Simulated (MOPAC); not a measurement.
Input for MOPAC: PM3 on CH7GeN (SMILES [CH3][GeH2][NH2]), a point of a torsion scan.

```
PM3 1SCF PRECISE CHARGE=0 THREADS=1
CH7GeN

C      1.28648324 1     0.48855803 1     0.02362440 1
Ge    -0.16816032 1    -0.82840035 1    -0.01750546 1
N     -1.74210281 1     0.09367834 1     0.06992298 1
H      2.26039207 1     0.01626834 1    -0.06731942 1
H      1.16575769 1     1.18999501 1    -0.79737521 1
H      1.26992448 1     1.05419844 1     0.95191272 1
H     -0.02937234 1    -1.85575746 1     1.08697521 1
H     -0.20568981 1    -1.57430666 1    -1.32253716 1
H     -2.09838727 1     0.26694218 1     1.00002557 1
H     -2.49982669 1    -0.30924504 1    -0.46451244 1
```

It printed:

```
*******************************************************************************
 **                                                                           **
 **                              MOPAC v23.2.5                                **
 **                                                                           **
 *******************************************************************************
 ** MOPAC's Digital Object Identifier: https://doi.org/10.5281/zenodo.6511958 **
 **                                                                           **
 ** Please cite the open-source release paper for use of this MOPAC version:  **
 ** J. E. Moussa and J. J. P. Stewart (2026)                                  **
 ** MOPAC: An open-source semiempirical molecular orbital program             **
 ** J. Open Source Softw., 11(119), 8025, https://doi.org/10.21105/joss.08025 **
 *******************************************************************************

                              PM3 CALCULATION RESULTS

 *******************************************************************************
 *  PM3        - The PM3 Hamiltonian to be used
 *
 *
 *
 *                 CHARGE ON SYSTEM = 0
 *
 *
 *
 *  PRECISE    - TIGHTER CRITERIA TO BE USED
 *  1SCF       - DO 1 SCF AND THEN STOP
 *  THREADS=1  - MULTI-THREADING NOT USED
 *  T=         - A TIME OF 172800.0 SECONDS REQUESTED
 *  DUMP=N     - RESTART FILE WRITTEN EVERY 7200.0 SECONDS REQUESTED
 *******************************************************************************
PM3 1SCF PRECISE CHARGE=0 THREADS=1
 CH7GeN

   ATOM   CHEMICAL          X               Y               Z
  NUMBER   SYMBOL      (ANGSTROMS)     (ANGSTROMS)     (ANGSTROMS)

     1       C          1.28648324  *   0.48855803  *   0.02362440  *
     2      Ge         -0.16816032  *  -0.82840035  *  -0.01750546  *
     3       N         -1.74210281  *   0.09367834  *   0.06992298  *
     4       H          2.26039207  *   0.01626834  *  -0.06731942  *
     5       H          1.16575769  *   1.18999501  *  -0.79737521  *
     6       H          1.26992448  *   1.05419844  *   0.95191272  *
     7       H         -0.02937234  *  -1.85575746  *   1.08697521  *
     8       H         -0.20568981  *  -1.57430666  *  -1.32253716  *
     9       H         -2.09838727  *   0.26694218  *   1.00002557  *
    10       H         -2.49982669  *  -0.30924504  *  -0.46451244  *



          CARTESIAN COORDINATES

    NO.       ATOM           X           Y           Z

     1         C          1.2865      0.4886      0.0236
     2        Ge         -0.1682     -0.8284     -0.0175
     3         N         -1.7421      0.0937      0.0699
     4         H          2.2604      0.0163     -0.0673
     5         H          1.1658      1.1900     -0.7974
     6         H          1.2699      1.0542      0.9519
     7         H         -0.0294     -1.8558      1.0870
     8         H         -0.2057     -1.5743     -1.3225
     9         H         -2.0984      0.2669      1.0000
    10         H         -2.4998     -0.3092     -0.4645

  H: (PM3): J. J. P. STEWART, J. COMP. CHEM. 10, 209 (1989).
  C: (PM3): J. J. P. STEWART, J. COMP. CHEM. 10, 209 (1989).
  N: (PM3): J. J. P. STEWART, J. COMP. CHEM. 10, 209 (1989).
 Ge: (PM3): J. J. P. STEWART, J. COMP. CHEM. 12, 320-341 (1991).

           Empirical Formula: C H7 N Ge  =    10 atoms



      MOLECULAR POINT GROUP   :   C1


      RHF CALCULATION, NO. OF DOUBLY OCCUPIED LEVELS = 10


 -------------------------------------------------------------------------------
 PM3 1SCF PRECISE CHARGE=0 THREADS=1
 CH7GeN



     1SCF WAS SPECIFIED, SO BFGS WAS NOT USED
     SCF FIELD WAS ACHIEVED


                              PM3 CALCULATION
                                                       MOPAC v23.2.5 Linux




          FINAL HEAT OF FORMATION =          2.53637 KCAL/MOL =      10.61218 KJ/MOL


          COSMO AREA              =        108.67 SQUARE ANGSTROMS
          COSMO VOLUME            =         96.10 CUBIC ANGSTROMS

          IONIZATION POTENTIAL    =          9.235521 EV
          HOMO LUMO ENERGIES (EV) =         -9.236  0.190
          NO. OF FILLED LEVELS    =         10
          MOLECULAR WEIGHT        =        105.6630         POINT GROUP:  C1

          MOLECULAR DIMENSIONS (Angstroms)

            Atom       Atom       Distance
            H    10    H     4     4.78784
            H     5    H     7     3.56660
            H     6    H     8     3.17552


          SCF CALCULATIONS        =          1





   ATOM   CHEMICAL          X               Y               Z
  NUMBER   SYMBOL      (ANGSTROMS)     (ANGSTROMS)     (ANGSTROMS)

     1       C          1.28648324  *   0.48855803  *   0.02362440  *
     2      Ge         -0.16816032  *  -0.82840035  *  -0.01750546  *
     3       N         -1.74210281  *   0.09367834  *   0.06992298  *
     4       H          2.26039207  *   0.01626834  *  -0.06731942  *
     5       H          1.16575769  *   1.18999501  *  -0.79737521  *
     6       H          1.26992448  *   1.05419844  *   0.95191272  *
     7       H         -0.02937234  *  -1.85575746  *   1.08697521  *
     8       H         -0.20568981  *  -1.57430666  *  -1.32253716  *
     9       H         -2.09838727  *   0.26694218  *   1.00002557  *
    10       H         -2.49982669  *  -0.30924504  *  -0.46451244  *

                             CARTESIAN COORDINATES

   1    C        1.286483240     0.488558030     0.023624400
   2   Ge       -0.168160320    -0.828400350    -0.017505460
   3    N       -1.742102810     0.093678340     0.069922980
   4    H        2.260392070     0.016268340    -0.067319420
   5    H        1.165757690     1.189995010    -0.797375210
   6    H        1.269924480     1.054198440     0.951912720
   7    H       -0.029372340    -1.855757460     1.086975210
   8    H       -0.205689810    -1.574306660    -1.322537160
   9    H       -2.098387270     0.266942180     1.000025570
  10    H       -2.499826690    -0.309245040    -0.464512440


           Empirical Formula: C H7 N Ge  =    10 atoms



      MOLECULAR POINT GROUP   :   C1


                  EIGENVALUES
 -28.81826 -27.47167 -15.69997 -14.83816 -14.23950 -13.78689 -12.65282 -11.70171
 -11.33840  -9.23552   0.19037   0.44006   0.59752   3.08004   4.53062   4.58484
   4.67698   4.73607   5.32337


              NET ATOMIC CHARGES AND DIPOLE CONTRIBUTIONS

  ATOM NO.   TYPE          CHARGE      No. of ELECS.   s-Pop       p-Pop
    1          C          -0.245448        4.2454     1.16569     3.07976
    2         Ge           0.366116        3.6339     0.73947     2.89442
    3          N          -0.167777        5.1678     1.44240     3.72538
    4          H           0.051998        0.9480     0.94800
    5          H           0.057643        0.9424     0.94236
    6          H           0.052903        0.9471     0.94710
    7          H          -0.111197        1.1112     1.11120
    8          H          -0.084167        1.0842     1.08417
    9          H           0.038334        0.9617     0.96167
   10          H           0.041596        0.9584     0.95840
 DIPOLE           X         Y         Z       TOTAL
 POINT-CHG.     0.015     0.108    -0.065     0.127
 HYBRID        -0.339    -0.831     0.483     1.020
 SUM           -0.325    -0.723     0.418     0.896


          ATOMIC ORBITAL ELECTRON POPULATIONS

     Atom    s        px        py        pz
    1  C   1.16569   1.01973   1.02452   1.03550
    2 Ge   0.73947   0.94502   0.93612   1.01327
    3  N   1.44240   1.04712   1.55196   1.12630
    4  H   0.94800
    5  H   0.94236
    6  H   0.94710
    7  H   1.11120
    8  H   1.08417
    9  H   0.96167
   10  H   0.95840

 **********************
 *                    *
 * JOB ENDED NORMALLY *
 *                    *
 **********************




 == MOPAC DONE ==
```

The run finished.

Cost: very roughly 0.020 core-seconds.
